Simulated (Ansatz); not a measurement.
System: PbH4 (charge 0, singlet). 
Structure (B3LYP-D3(BJ)/def2-TZVP (Ansatz, a first-principles code) minimum search):
SMILES: [PbH4]
```xyz
5

Pb     0.0000     0.0000     0.0000
H      1.0223     1.0297     0.9962
H      1.0100    -1.0286    -1.0098
H     -1.0236     1.0025    -1.0223
H     -1.0087    -1.0036     1.0359
```

Basis-set convergence of Hartree-Fock and CCSD correlation energies (hartree) with Ansatz. Cores are frozen in the correlated levels unless marked. No spin-orbit coupling. The frozen core is the preceding noble-gas configuration, with the filled d and f shells of earlier blocks. Past Kr the def2 sets carry scalar-relativistic core potentials.

```json
[
 {"basis": "def2-SVPD", "functions": "64", "E(HF)": "-194.06587", "E(corr, CCSD)": "-0.13456"},
 {"basis": "def2-TZVPPD", "functions": "124", "E(HF)": "-194.07618", "E(corr, CCSD)": "-0.15397"},
 {"basis": "def2-QZVPPD", "functions": "220", "E(HF)": "-194.07805", "E(corr, CCSD)": "-0.15968"}
]
```

Extrapolating the two largest sets (X = 3 and 4) as X^-3: E(corr) = (64·(-0.15968) - 27·(-0.15397))/37 = -0.1638 Eh, an estimate of the basis-set limit. The largest set recovers 97.5 % of it, the smallest 82.1 %.
